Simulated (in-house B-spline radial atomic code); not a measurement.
## LC-wPBE excitations of the tantalum ion Ta⁵⁺

Method: LC-wPBE. Computed with a B-spline radial code for spherical atoms: linear response of the closed shell [Xe] 4f14 with the functional's adiabatic kernel; scalar-relativistic (spin-free one-electron X2C), finite nucleus, no spin-orbit coupling, no double excitations, S, P, D and F terms only; shells from n = 3 respond. Only terms of natural parity with L up to 3 were computed.

Spin-orbit coupling is strong here, so these LS terms don't match observed levels.

Command:
```bash
python run_td.py task.json out
```
Settings (radii: box in bohr, nucleus in fm):
```
Z                        73
electrons                68
configuration            [Xe] 4f14
hamiltonian              x2c
method                   lc_wpbe
box_radius               16.35
rms_radius               5.3507
intervals                70
```

Time taken, with all properties: 9 s on 1 thread of Arm Neoverse N1, on a shared host.

The lowest states, in the order of their Tamm-Dancoff energies; the method's threshold (minus the highest occupied level) is 87.85 eV. Labels give the largest channel, * marks a mixed state, and oscillator strengths are full-response dipole values. Semilocal kernels can invert the small singlet-triplet splittings of Rydberg terms. Energies in eV:

| state | full response | Tamm-Dancoff | oscillator strength |
| --- | --- | --- | --- |
| 4f → 5d 3P | 27.295 | 27.345 | - |
| 4f → 5d 3F | 27.680 | 27.704 | - |
| 4f → 5d 1F | 28.344 | 28.353 | - |
| 4f → 5d 1P | 29.798 | 30.03 | 0.144 |
| 4f → 6s 3F | ? | ? | - |
| 4f → 6s 1F | ? | ? | - |
| 5p → 5d 3P | 39.19 | 39.27 | - |
| 5p → 5d 3F | 39.59 | 39.68 | - |
| 5p → 5d 1F | 41.82 | 41.85 | - |
| 4f → 6p 3D | 44.92 | 44.92 | - |

Q: Where does 4f → 6s 3F lie?

A: At 35.61 eV in full response, 35.61 eV in Tamm-Dancoff.

Q: Where does 4f → 6s 1F lie?

A: At 35.77 eV in full response, 35.77 eV in Tamm-Dancoff.

Q: How large is the singlet-triplet splitting of 4f → 5d (F terms) in Tamm-Dancoff?

A: 0.648 eV, from the unrounded values.

Q: What polarisabilities and dispersion coefficient does the method give?

A: Dipole 2.542 bohr³, quadrupole 3.582 bohr⁵, C6 10.58 hartree·bohr⁶ for two such species.
